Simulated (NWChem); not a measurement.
A series in which one site is exchanged, each optimised at PBE0/def2-SVP with NWChem, gas phase unless a solvent is named. This build's default masses of Se (78.918 u) and Br (79.917 u) are each other's, which moves their modes by up to 0.6 %. Some are not confirmed as minima by frequencies. def2 effective core potentials on Cd, Te; no spin-orbit coupling.

A: C[Te]Cl (CH3ClTe; site = Te)
B: [Se](Cl)C (CH₃ClSe; site = Se)
C: [CH3][Cd][Cl] (CH$_{3}$CdCl; site = Cd)
D: [Zn]([Cl])[CH3] (CH3ClZn; site = Zn)

Problem. Rank them by lowest singlet excitation, B3LYP/def2-SVPD, TDA (eV), lowest first.

Solution. A (2.27), B (2.77), C (5.85), D (6.47)
